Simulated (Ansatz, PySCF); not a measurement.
C6H6O, SMILES C#C[C@@H]1CC=CO1. Atoms are numbered in the order given.

```xyz
13

C      2.5975    -0.2358     0.8175
C      1.5855     0.0765     0.2313
C      0.3635     0.4880    -0.4635
C     -0.7162     1.0932     0.4898
C     -1.7742     0.0154     0.4643
C     -1.4297    -0.8989    -0.4472
O     -0.2530    -0.6664    -1.0934
H      3.4941    -0.5228     1.3338
H      0.6303     1.1849    -1.2735
H     -1.0931     2.0580     0.1080
H     -0.3008     1.2774     1.4925
H     -2.6788     0.0069     1.0693
H     -1.9504    -1.8031    -0.7643
```
Charge 0, spin multiplicity 1.

The structure is a stationary point at B3LYP-D3(BJ)/def2-SVP. The structure was generated by enumeration; whether it is a known compound was not checked. One conformer was computed; it need not be the lowest.

Two levels are set side by side: PBE-D3(BJ)/def2-SVP (Ansatz, an electronic-structure program) and B3LYP-D3(BJ)/def2-SVP (Ansatz). Each level has its own optimised geometry; the coordinates shown are those of the second. Frequencies come from the Hessian of PySCF at each geometry. Differences are taken from unrounded values.

```tsv
quantity	B3LYP-D3(BJ)
mean bond length (Å)	1.266
bond C1–C2 (Å)	1.210
bond C2–C3 (Å)	1.465
bond C3–C4 (Å)	1.562
bond C3–O7 (Å)	1.452
bond C4–C5 (Å)	1.511
bond C5–C6 (Å)	1.336
bond C6–O7 (Å)	1.362
bond C1–H8 (Å)	1.074
bond C3–H9 (Å)	1.101
bond C4–H10 (Å)	1.104
bond C4–H11 (Å)	1.101
bond C5–H12 (Å)	1.088
bond C6–H13 (Å)	1.091
highest harmonic wavenumber (cm⁻¹)	3471
mean harmonic wavenumber (cm⁻¹)	1352
zero-point energy (kcal/mol)	63.81
```

Question: What does PBE-D3(BJ) give, and how far is it from B3LYP-D3(BJ)? (Estimate from the structure and the level; the computed values follow.)

Answer: 
```
quantity                            PBE-D3(BJ)  PBE-D3(BJ) minus B3LYP-D3(BJ)
----------------------------------  ----------  -----------------------------
mean bond length (Å)                     1.273                          0.007
bond C1–C2 (Å)                           1.222                          0.012
bond C2–C3 (Å)                           1.464                         -0.001
bond C3–C4 (Å)                           1.565                          0.002
bond C3–O7 (Å)                           1.465                          0.013
bond C4–C5 (Å)                           1.511                          0.000
bond C5–C6 (Å)                           1.346                          0.010
bond C6–O7 (Å)                           1.366                          0.004
bond C1–H8 (Å)                           1.081                          0.007
bond C3–H9 (Å)                           1.110                          0.009
bond C4–H10 (Å)                          1.112                          0.008
bond C4–H11 (Å)                          1.109                          0.008
bond C5–H12 (Å)                          1.096                          0.008
bond C6–H13 (Å)                          1.099                          0.008
highest harmonic wavenumber (cm⁻¹)        3407                            -64
mean harmonic wavenumber (cm⁻¹)           1312                            -40
zero-point energy (kcal/mol)             61.90                          -1.91
```

Exact exchange shortens and stiffens bonds; PBE has none. Differences between two approximate levels are no errors against the true value.
